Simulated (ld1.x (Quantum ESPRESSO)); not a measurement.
# How hard is this xenon (Xe) TM semilocal potential?

ld1.x (Quantum ESPRESSO) 7.5 input, shortened:

```
&input
   title='Xe', zed=54., rel=1, dft='PBESOL', iswitch=3,
   config='[Kr] 4d10 5s2 5p5'
 /
 &inputp
   pseudotype=1, tm=.true., lloc=1,
   nlcc=.true., rcore=1.20
 /
3
5S  1  0   2.00   0.00  1.55  1.55  0.0
4D  3  2  10.00   0.00  1.35  1.35  0.0
5P  2  1   5.00   0.00  1.85  1.85  0.0
 &test
   configts(1)='4d10 5s2 5p5'
 /
```

The pseudo-atom Hamiltonian at the reference potential is diagonalised in spherical Bessel functions j_l(qr) that vanish at 20 bohr, with q² up to the cutoff. All-electron valence levels (Ry): 5s -2.1409, 4d -5.0974, 5p -1.2516.

Problem. How do the lowest levels (Ry) of each channel move with the cutoff, and are there ghosts?

Solution.

```csv
cutoff (Ry),s #1,s #2,d #1,d #2,p #1,Σ f·Δε (mRy)
8,-2.0199,-0.3716,-0.7908,-0.1407,-1.2143,43494.4
15,-2.1176,-0.3901,-1.5120,-0.1732,-1.2439,35939.9
30,-2.1322,-0.3922,-3.1924,-0.2305,-1.2506,19072.8
45,-2.1393,-0.3934,-4.3441,-0.2707,-1.2515,7536.6
70,-2.1406,-0.3935,-5.0074,-0.2982,-1.2516,901.2
100,-2.1408,-0.3935,-5.0941,-0.3031,-1.2516,33.7
160,-2.1409,-0.3936,-5.0972,-0.3034,-1.2516,2.1
230,-2.1409,-0.3936,-5.0974,-0.3034,-1.2516,0.1
400,-2.1409,-0.3936,-5.0974,-0.3034,-1.2516,0.0
```

Result: no extra level below or beside the all-electron valence levels (s, d, p tested); the semilocal form is local in each channel, so this says nothing of the separable form that plane-wave codes build from it; 10 mRy is reached at 110 Ry and 1 mRy at 180 Ry.

Its largest configuration-test error is -368 meV.
